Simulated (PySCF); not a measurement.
AuCl, SMILES [Cl][Au], multiplicity 1.

The structure is a stationary point at B3LYP-D3(BJ)/def2-TZVPD. The multiplicity is an assumed one; other spin states were not compared. The def2 effective core potentials stand for the cores of Au; spin–orbit coupling is left out.

Two levels are set side by side: TDA-PBE/def2-TZVPD (PySCF) and TDA-ωB97X/def2-TZVPD (PySCF). Vertical, same geometry. The lowest singlet is HOMO→LUMO 99 % with PBE and HOMO−1→LUMO 88 % with the other functional; states are paired by order. Differences are taken from unrounded values.

```csv
quantity,TDA-ωB97X
lowest singlet excitation (eV),3.05
lowest triplet excitation (TDA) (eV),2.36
```

Question: What does TDA-PBE give, and how far is it from TDA-ωB97X? (An estimate is asked for; the answer gives what the named calculation found.)

Answer: 
```
quantity                              TDA-PBE  TDA-PBE minus TDA-ωB97X
------------------------------------  -------  -----------------------
lowest singlet excitation (eV)           2.25                    -0.79
lowest triplet excitation (TDA) (eV)     1.68                    -0.68
```

A lower first singlet is the usual sign of a functional without exact exchange. Differences between two approximate levels are no errors against the true value.

Rough cost on one machine, each run with all the roots and properties that it gave: TDA-ωB97X against TDA-PBE about 3 times.
